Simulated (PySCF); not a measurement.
ethylene carbonate (C3H4O3), SMILES C1(=O)OCCO1. The structure is a stationary point at PBE-D3(BJ)/def2-SVP. One conformer was computed; it need not be the lowest.

The numbers are results of PBE-D3(BJ)/def2-SVP (PySCF), not measurements.

Harmonic wavenumbers (cm⁻¹): 172, 187, 513, 672, 707, 736, 868, 877, 945, 1047, 1081, 1091, 1117, 1194, 1194, 1334, 1346, 1445, 1451, 1908, 2973, 2978, 3059, 3067. Rotational constants (GHz): 7.964, 3.800, 2.686; symmetry number 2.

Q: Work out the zero-point energy and the ideal-gas rigid-rotor harmonic-oscillator thermochemistry at 298.15 K and 1 atm.

A: ZPE = ½ Σ hcν = ½ × 31960 cm⁻¹ = 45.69 kcal/mol. H − E(el) = 49.36 kcal/mol. Entropy in cal/(mol K): translation 39.34, rotation 24.41, vibration 7.06, total 70.81. G − E(el) = 28.25 kcal/mol. Cp = 18.94 cal/(mol K).
